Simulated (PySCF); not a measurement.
SMILES C=Cc1ccc(CC)s1 (GFN2-xTB optimised geometry):

```
19

C     -2.295    -2.166    -0.008
C     -0.966    -2.216    -0.001
C     -0.094    -1.073     0.000
C      1.274    -1.073     0.000
C      1.835     0.219     0.001
C      0.904     1.212    -0.002
C      1.119     2.686     0.034
C      0.813     3.258     1.419
S     -0.702     0.559     0.000
H     -2.821    -1.226    -0.012
H     -2.895    -3.059    -0.010
H     -0.453    -3.170     0.002
H      1.859    -1.976    -0.001
H      2.895     0.407    -0.001
H      0.474     3.170    -0.704
H      2.159     2.895    -0.229
H     -0.223     3.061     1.686
H      1.456     2.801     2.169
H      0.976     4.333     1.428
```

Calculation: PBE0/def2-SVP run with PySCF.

What are the frontier orbital energies and the dipole moment?

HOMO-2 -8.44 eV, HOMO-1 -7.17 eV, HOMO -6.00 eV, LUMO -0.99 eV, LUMO+1 1.08 eV; dipole moment 0.98 D.

Meta-Löwdin charges at PBE0/def2-SVP: C1 -0.24, C2 -0.09, C3 -0.10, C4 -0.14, C5 -0.15, C6 -0.08, C7 -0.17, C8 -0.29, S9 0.21, H10 0.11, H11 0.11, H12 0.11, H13 0.11, H14 0.11, H15 0.11, H16 0.11, H17 0.10, H18 0.10, H19 0.10.
